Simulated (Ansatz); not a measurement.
`C/C(N)=C\[SiH3]`, relaxed with RKS PBE-D4/def2-SVP in the Gaussian-basis code of Ansatz from a rough embedded geometry. The force threshold is 0.03 eV/Å; the program also tests the step.

The species carries charge 0 and has multiplicity 1.

Start:

```xyz
14

C    -0.590    1.309    0.626
C     0.523    0.547    0.052
N     1.697    1.234    0.060
C     0.511   -0.762   -0.449
Si   -0.971   -1.866   -0.556
H    -1.605    0.786    0.526
H    -0.451    1.560    1.641
H    -0.749    2.229    0.018
H     2.569    0.651   -0.027
H     1.821    1.939    0.779
H     1.366   -1.152   -0.817
H    -0.489   -3.150   -1.142
H    -2.058   -1.264   -1.470
H    -1.575   -2.063    0.759
```

```csv
step,energy (eV),largest force (eV/Å),largest move (Å)
1,-12608.3610,5.123,0.000
2,-12608.7956,1.354,0.107
3,-12608.8411,0.423,0.067
4 (rejected),-12608.8399,0.221,0.063
5,-12608.8490,0.069,0.031
6,-12608.8496,0.056,0.059
7,-12608.8501,0.018,0.013
```

End:

```xyz
14

C    -0.617    1.254    0.596
C     0.588    0.512    0.073
N     1.747    1.270    0.075
C     0.528   -0.766   -0.415
Si   -1.001   -1.810   -0.570
H    -1.534    0.639    0.554
H    -0.464    1.562    1.653
H    -0.792    2.179    0.007
H     2.625    0.774   -0.084
H     1.813    2.026    0.756
H     1.475   -1.211   -0.771
H    -0.615   -3.149   -1.142
H    -2.055   -1.218   -1.480
H    -1.698   -2.063    0.748
```

Hardware: 4 threads of a server CPU on a shared host. Wall time 14 s, peak host memory 0.18 GiB.
